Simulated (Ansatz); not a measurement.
Consider the ligand exchange at the Si–Se bond: `[SeH][SiH2][TeH]` + H–F → `F[SiH2][TeH]` + H₂Se.

Gas-phase electronic energies from Ansatz, PBE0-D4/def2-TZVP geometries. CCSD(T)/CBS is the MP2 limit (def2-TZVPP, def2-QZVPP) plus CCSD(T) − MP2 in def2-TZVPP, frozen cores. This one scheme is used for every species. Functionals use def2-TZVPP. B3LYP here is the variant with VWN-RPA as its local correlation; programs differ in this. HSE06 is defined as in plane-wave codes. def2 core potentials past Kr. For Se, Te outer-core shells are correlated without core-valence functions, which leaves a few kJ/mol of doubt a bond. Scalar relativity is left out up to krypton. One conformer a species, not always the lowest.

```tsv
level	ΔE (kJ/mol)	difference from CCSD(T)/CBS
LDA (SPW92)	-63.2	-0.8
PBE-D4	-57.0	5.4
BLYP-D4	-71.7	-9.3
r2SCAN-D4	-70.6	-8.2
B97M-V	-79.1	-16.7
PBE0-D4	-56.7	5.7
B3LYP-D4	-71.4	-9.0
r2SCANh-D4	-69.0	-6.6
HSE06-D4	-56.1	6.3
BHLYP-D4	-72.9	-10.5
CAM-B3LYP-D4	-80.9	-18.5
ωB97X-V	-72.8	-10.4
ωB97M-V	-72.1	-9.7
B2PLYP	-76.3	-13.9
PBE-QIDH	-61.3	1.1
PBE	-63.3	-0.9
BLYP	-83.9	-21.5
r2SCAN	-71.9	-9.5
PBE0	-62.3	0.1
B3LYP	-81.8	-19.4
r2SCANh	-70.6	-8.2
r2SCAN0	-68.8	-6.4
HSE06	-61.6	0.8
BHLYP	-84.5	-22.1
CAM-B3LYP	-87.0	-24.6
LC-ωPBE	-70.7	-8.3
RPA@PBE/def2-TZVPP	-72.2	-9.8
HF/def2-SVP	-81.0	-18.6
MP2/def2-SVP	-65.0	-2.6
CCSD/def2-SVP	-72.0	-9.6
CCSD(T)/def2-SVP	-70.1	-7.7
HF/def2-TZVPP	-90.4	-28.0
MP2/def2-TZVPP	-61.0	1.4
CCSD/def2-TZVPP	-71.8	-9.4
CCSD(T)/def2-TZVPP	-68.0	-5.6
HF/def2-QZVPP	-93.1	-30.7
MP2/def2-QZVPP	-58.7	3.7
HF/CBS(def2)	-93.5	-31.1
MP2/CBS(def2)	-55.4	7.0
CCSD/CBS(def2)	-66.2	-3.8
CCSD(T)/CBS	-62.4	0
```

Largest T1 diagnostic among the species: 0.011.

Leaving LDA and LC-ωPBE aside and taking each functional with its dispersion term where it has one, the values, not all of them listed here, spread over 27.1 kJ/mol, from CAM-B3LYP-D4 to revPBE-D4. The D4 term adds +10.4 kJ/mol with B3LYP and +5.6 kJ/mol with PBE0; it sums over pairs of atoms, weighted by their polarisabilities, and B3LYP, whose exchange is more repulsive, gets the larger term.
